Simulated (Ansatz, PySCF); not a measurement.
This PySCF input computes a PBE0/def2-TZVPD energy:

```python
from pyscf import gto, scf, dft

mol = gto.M(
    atom='''
    Si   -0.00000000   -0.00000000   -1.95292654
    I     0.00000000    0.00000000    0.51586739
    ''',
    basis='def2-tzvpd',
    ecp='def2-tzvp',
    charge=0,
    spin=1,
    symmetry='C2v',
    verbose=4,
)

mf = dft.UKS(mol, xc='pbe0').density_fit(auxbasis='def2-universal-jkfit')
mf.grids.level = 3
mf.conv_tol = 1e-9
mf.max_cycle = 100
mf.max_memory = 1500
mf.kernel()
if not mf.converged:
    mf = mf.newton()
    mf.kernel(mf.make_rdm1())
mf.analyze()
```

Task: Write an input for the same energy in Ansatz (a program for electronic structure) and say what it gives.

Result: 
Ansatz 0.2 input:
```yaml
crystal:
  periodic: [false, false, false]
  atoms:
    - {symbol: Si, position_ang: [-0.00000000, -0.00000000, -1.95292654]}
    - {symbol: I, position_ang: [0.00000000, 0.00000000, 0.51586739]}
basis:
  gaussian:
    orbitals: def2-TZVPD
hamiltonian:
  xc: {name: PBE0}
magnetization: {spin_polarized: true, initial_magnetization: 1}
output: {forces: true}
```
It gives -587.06537 Eh, and PySCF -587.06540 Eh, a difference of 0.03 mEh, from the treatment of integrals and grids.
